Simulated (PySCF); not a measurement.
Bi(Me)2 (C₂H₆Bi), SMILES [CH3][Bi+][CH3] (connectivity only; charge and spin as stated), charge +1, multiplicity 1.

Geometry: PBE0-D3(BJ)/def2-SVP. The multiplicity is an assumed one; other spin states were not compared. The isomer is the one that the SMILES or the coordinates give; other isomers of the formula were not compared. The def2 effective core potentials stand for the cores of Bi; spin–orbit coupling is left out.

All values below come from PySCF with r2SCAN/def2-TZVPD.

The molecule is in vacuum.

Computed frontier levels, gap, dipole moment and polarisability:
```
Item                                                              Result
------------------------------------------------  ----------------------
highest occupied level                                         -12.14 eV
lowest empty level                                              -9.94 eV
orbital gap                                                      2.20 eV
dipole moment about the centre of nuclear charge                  1.12 D
mean static polarisability                          61.6 bohr³ (9.12 Å³)
polarisability, principal values                  43.9, 65.8, 75.0 bohr³
```
